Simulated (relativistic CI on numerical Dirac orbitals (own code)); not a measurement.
# Crystal-field levels of Ru⁴⁺, 4d4

Calculated by Dirac-Coulomb-Breit CI, separate exchange-only KLI orbitals for each configuration, model QED, valence Slater integrals scaled by 0.9, one configuration in a parametric crystal field (own radial code). With so little scaling, terms lie 10 to 35 % too far apart, which can change the order of excited levels.

Field parameters in Wybourne normalisation: D3d B²₀ = −7Dσ, B⁴₀ = −14Dq − 21Dτ, B⁴₃ = −14√(10/7) Dq. The field is a parameter set, without covalency.

S is read from ⟨S²⟩ = S(S + 1).

Levels (cm⁻¹, degeneracy): 0 (1), 497 (1), 1031 (2), 1928 (2), 3577 (2), 3719 (1), 5971 (1), 6123 (2), 6282 (1), 6310 (2), 6393 (1), 6571 (1).

Q: Which field gives this pattern?
A. D3d, 10Dq = 24800, Dσ = -980, Dτ = -30 cm⁻¹
B. D3d, 10Dq = 24800, Dσ = 1200, Dτ = -30 cm⁻¹
C. D3d, 10Dq = 24800, Dσ = -760, Dτ = -30 cm⁻¹
D. D3d, 10Dq = 24800, Dσ = 110, Dτ = -30 cm⁻¹

A: A. D3d, 10Dq = 24800, Dσ = -980, Dτ = -30 cm⁻¹, ground level with S = 1.10.
